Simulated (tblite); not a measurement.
Species: C₆H₁₆FNSi.
Cartesian coordinates in Å at the GFN2-xTB level; atoms count from 1:
```xyz
25
C6H16FNSi angstrom
C     -4.238   -0.246    0.323
C     -2.900    0.412    0.636
C     -1.728   -0.385    0.063
C     -0.392    0.306    0.278
F     -0.402    1.508   -0.436
Si     1.094   -0.754   -0.308
N      2.528   -0.056    0.324
C      3.760   -0.805    0.294
C      2.765    1.369    0.375
H     -4.266   -1.259    0.718
H     -4.396   -0.293   -0.752
H     -5.054    0.320    0.767
H     -2.780    0.498    1.718
H     -2.882    1.419    0.216
H     -1.682   -1.370    0.529
H     -1.877   -0.528   -1.009
H     -0.296    0.606    1.328
H      0.980   -0.862   -1.773
H      0.999   -2.081    0.307
H      4.375   -0.538    1.158
H      4.340   -0.601   -0.613
H      3.542   -1.869    0.331
H      3.347    1.710   -0.489
H      1.824    1.909    0.388
H      3.326    1.615    1.282
```

Computed values, GFN2-xTB/tblite, gas phase, harmonic and unscaled. This tight-binding method is rough: wavenumbers can miss measured ones by several per cent, in bad cases by 10 to 20. Modes of hydrogen on silicon can be 10 to 20 % off. One conformer, not necessarily the lowest.

Harmonic wavenumbers (cm⁻¹): 37.1, 51.9, 71.3, 88.7, 100.6, 159.2, 167.7, 197.1, 230.1, 232.2, 262.2, 274.7, 333.2, 344.3, 398.7, 468.6, 527.3, 603.5, 693.1, 744.6, 772.5, 780.1, 790.8, 880.2, 935.4, 972.8, 1044.1, 1056.5, 1068.6, 1087.9, 1095.8, 1101.2, 1126.7, 1137.9, 1200.2, 1205.9, 1237.8, 1283.1, 1290.7, 1309.9, 1318.3, 1369.6, 1415.0, 1419.3, 1430.4, 1477.8, 1478.3, 1488.2, 1494.3, 1499.3, 1503.7, 1506.6, 1509.4, 2173.2, 2245.3, 2903.6, 2908.0, 2913.0, 2951.3, 2959.2, 2964.8, 2982.4, 2987.5, 2994.1, 3029.7, 3034.3, 3038.8, 3044.7, 3072.0.

A = 3391, B = 541.2, C = 494.7 MHz; mass 149.104 u (most abundant isotopes); point group C1, symmetry number 1.

Task: What is the zero-point energy?

Result: ½Σν̃ = 46238 cm⁻¹ = 553.13 kJ/mol.

Task: Entropy at 500 K, 1 bar (ideal gas, RRHO, classical rotation)?

Result: Translation 182.02, rotation 133.01, vibration 291.86: S = 606.9 J/(mol K).

Task: And Cp and H(500 K) − H(0)?

Result: Cp = 299.21 J/(mol K), of which vibrations give 265.95 (their classical limit is 69 R = 573.7); H(500 K) − H(0) = 88.03 kJ/mol without the zero-point energy, 71.40 from vibrations.

Task: Blend soft modes into free rotors: weight 1/[1 + (100 cm⁻¹/ν̃)⁴] for the oscillator and the rest for a rotor with moment μB/(μ + B), μ = h/(8π²ν), B = 10⁻⁴⁴ kg m². What vibrational entropy results?

Result: 265.46 J/(mol K) in place of 291.86, which changes −T·S at 500 K by +13.20 kJ/mol.

Task: What must be added to the electronic energy to get the Gibbs energy at 500 K and 1 bar?

Result: ZPE + [H(500 K) − H(0)] − T·S = 553.13 + 88.03 − 303.44 = 337.72 kJ/mol.

Hindered rotation and anharmonicity are outside this model. Other conformers, if any are populated, would add a mixing term that is left out. The structure is chiral; the term R ln 2 for an equal mix with its mirror image is left out.
